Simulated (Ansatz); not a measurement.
A run of Ansatz (development build ahead of 0.2.0) on triplet Ni₂ at this shape:

```xyz
2

Ni    0.0000    0.0000    0.0000
Ni    0.0000    0.0000    2.1540
```

Its results:

| Quantity | Value |
| --- | --- |
| Converged | yes |
| Total energy | -3016.19558 hartree |
| Spin squared of the determinant | 2.011 |
| Stability test | minimum |

Task: Which input gives this output? Name the method, the orbitals and the basis set, and write the input.

Result: PBE0 (unrestricted) in pcseg-2.

```yaml
crystal:
  periodic: [false, false, false]
  atoms:
    - { symbol: Ni, position_ang: [0.0, 0.0, 0.0] }
    - { symbol: Ni, position_ang: [0.0, 0.0, 2.154] }
basis:
  gaussian: { orbitals: pcseg-2 }
magnetization:
  spin_polarized: true
  initial_magnetization: 2
hamiltonian:
  xc: pbe0
```
